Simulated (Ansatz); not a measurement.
Reaction (atomization): `F[CH]1[NH][AlH]1` → Al• + C• + F• + 3 H• + N•

Calculated with Ansatz (gas phase, PBE0-D4/def2-TZVP geometries, no zero-point term in ΔE). CBS: MP2 limit from def2 TZ/QZ plus the TZ coupled-cluster correction, frozen cores. This one scheme is used for every species, atoms too. DFT in def2-TZVPP. Open shells (•) are unrestricted, without spin–orbit coupling. Spin–orbit coupling would lower the free atoms: a little for Al, C, F.

`F[CH]1[NH][AlH]1`:

Z-matrix (Å, degrees):
```
C
N 1 1.444
Al 1 1.924 2 60.1
F 1 1.400 2 113.3 3 113.0
H 1 1.091 2 116.8 3 -123.8
H 2 1.009 1 121.3 3 179.2
H 3 1.570 1 169.6 2 169.6
```

```tsv
level	ΔE (kcal/mol)
B97M-V	558.5
CCSD/def2-TZVPP	521.6
```

What does CCSD(T)/CBS give? (An estimate is asked.)

Computed: +553.9 kcal/mol. The listed levels differ from it by 4.6, -32.3 kcal/mol.

Largest T1 diagnostic among the species: 0.018.

In def2-TZVPP, CCSD(T) changes the Hartree–Fock value by +174.7 kcal/mol (the triples alone add +12.2 kcal/mol) and MP2 by +190.7 kcal/mol; breaking electron pairs costs correlation energy, which Hartree–Fock lacks. Leaving LDA and LC-ωPBE aside and taking each functional with its dispersion term where it has one, the values, not all of them listed here, spread over 47.6 kcal/mol, from BHLYP-D4 to PBE-D4. LDA lies +85.2 kcal/mol from PBE without D4, its usual overbinding. At CCSD(T), def2-SVP lies −39.7 kcal/mol from the extrapolated value and def2-TZVPP −20.1 kcal/mol: correlation converges slowly with the basis, and small sets miss more of it in the bonded molecule than in its fragments.

For atomizations the MP2-based limit and the directly extrapolated one differ by several kJ/mol either way, and by 10 to 25 for some Ge, Se and Sn compounds, so smaller differences from it don't rank the levels.
